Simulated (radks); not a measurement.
Results of a calculation; reference values are marked as such.
Question: Re36+, 39 electrons, occupied as [Kr] 4d3. Level of theory: Dirac Kohn-Sham, relativistic LDA (MacDonald-Vosko exchange, VWN5 correlation), spin-unpolarised, spherical densities, finite nucleus; open shells fill j = l - 1/2 first; Fermi nuclear charge, rms radius 5.3698 fm (a radial shooting solver on a logarithmic mesh with Libxc functionals). Some entries of the table are withheld. Estimate them.

orbital,occ.,eigenvalue (hartree),<r^2> (bohr^2)
1s1/2,2,-2666.136,0.0004521
2s1/2,2,-508.8260,0.006867
2p1/2,2,-489.7784,(1)
2p3/2,4,-437.5553,(2)
3s1/2,2,-159.4528,0.04396
3p1/2,2,(3),(4)
3p3/2,4,(5),(6)
3d3/2,4,-125.2757,0.03555
3d5/2,6,-122.7286,0.03721
4s1/2,2,-70.33236,0.1822
4p1/2,2,-66.70502,0.1809
4p3/2,4,-63.16117,0.2011
4d3/2,3,-57.26462,(7)
4d5/2,0,-56.50706,(8)
5s1/2,0,-39.28144,0.5462
5p1/2,0,(9),0.5580
5p3/2,0,(10),0.6045

Answer: 
(1) 2p1/2 <r^2> (bohr^2): 0.004890
(2) 2p3/2 <r^2> (bohr^2): 0.006082
(3) 3p1/2 eigenvalue (hartree): -151.0007
(4) 3p1/2 <r^2> (bohr^2): 0.04014
(5) 3p3/2 eigenvalue (hartree): -139.3945
(6) 3p3/2 <r^2> (bohr^2): 0.04630
(7) 4d3/2 <r^2> (bohr^2): 0.1937
(8) 4d5/2 <r^2> (bohr^2): 0.1994
(9) 5p1/2 eigenvalue (hartree): -37.57870
(10) 5p3/2 eigenvalue (hartree): -36.09236
